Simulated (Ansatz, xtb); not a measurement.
C6H10O: 3 structures ranked

3 gas-phase structures of C6H10O, from a drawn sample of its isomers (lower ones may exist). Each was relaxed with GFN2-xTB; where two conformers were screened, the lower at r2SCAN-D4/def2-SVP is listed:

A. `C=C[C@@H]1C[C@@H]1OC`, a singlet
B. `C=CC1(OC)CC1`, a singlet
C. `C=C[C@@H]1C[C@H]1OC`, a singlet

Question: Estimate their order in r2SCAN-D4/def2-SVP energy at these geometries, lowest first.

Answer: Calculated order at r2SCAN-D4/def2-SVP: A (0.0), C (0.5), B (1.4) kcal/mol. Less than 1 kcal/mol parts A and C; C and B, so the order within those pairs means little.

Energies above the lowest of each column, in kcal/mol; the last columns are at B3LYP/def2-SVP geometries:

```json
{"structure": "A", "GFN2-xTB": "0.3", "HF/STO-3G": "0.3", "r2SCAN-D4/def2-SVP": "0.0", "B3LYP/def2-SVP": "0.1", "CCSD(T)/def2-SVP + ΔMP2/def2-TZVPP": "0.4"}
{"structure": "C", "GFN2-xTB": "0.0", "HF/STO-3G": "0.0", "r2SCAN-D4/def2-SVP": "0.5", "B3LYP/def2-SVP": "0.0", "CCSD(T)/def2-SVP + ΔMP2/def2-TZVPP": "0.5"}
{"structure": "B", "GFN2-xTB": "1.1", "HF/STO-3G": "1.7", "r2SCAN-D4/def2-SVP": "1.4", "B3LYP/def2-SVP": "1.2", "CCSD(T)/def2-SVP + ΔMP2/def2-TZVPP": "0.0"}
```

CCSD(T)/def2-SVP + ΔMP2/def2-TZVPP has A and B and C within 1 kcal/mol of each other at the bottom, and every level picks one of them. CCSD(T)/def2-SVP + ΔMP2/def2-TZVPP orders those it was run on as B (0.0), A (0.4), C (0.5) kcal/mol. Less than 1 kcal/mol parts B and A; A and C, so the order within those pairs means little. Flexible structures stand in one conformer each, not always the lowest. ΔMP2 is the change of the MP2 energy from the smaller to the larger basis.

Programs: Ansatz 0.2.0, xtb 6.7.1.
